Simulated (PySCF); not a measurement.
## P (phosphorus, neutral) across methods

[Ne] 3s2 3p2 4s1, high-spin 4P determinant (an excited configuration). All numbers are calculated (PySCF 2.14, the non-relativistic Hamiltonian (point nucleus), in aug-cc-pV(5+d)Z (8s7p6d4f3g2h, 136 functions)). The B2PLYP total includes its PT2 part (frozen core); its orbital energies are those of the SCF part.

| method | E (hartree) | mean ε 3s β (eV) | mean ε 3p α (eV) | mean ε 4s α (eV) | Σ⟨r²⟩ (bohr²) | ⟨S²⟩ |
| --- | --- | --- | --- | --- | --- | --- |
| LDA | -339.7478 | -16.792 | -9.809 | -1.997 | 54.47 | 3.751 |
| r2SCAN | -340.9828 | -16.816 | -10.370 | -1.924 | 55.62 | 3.759 |
| PW91 | -341.0051 | -16.665 | -9.919 | -1.963 | 54.90 | 3.753 |
| PBE | -340.8607 | -16.616 | -9.882 | -1.941 | 55.07 | 3.753 |
| B2PLYP | -340.9008 | -18.893 | -12.311 | -2.519 | 55.48 | 3.757 |
| B97-3 | -340.9723 | -18.029 | -11.146 | -2.275 | 55.65 | 3.754 |
| PBE0 | -340.8877 | -17.865 | -11.227 | -2.330 | 55.38 | 3.755 |
| UHF | -340.47070 | -20.231 | -14.618 | -3.165 | 56.40 | 3.763 |

The outer electron is Rydberg-like, and this basis confines it to a smaller radius and binds it less than a complete one would.
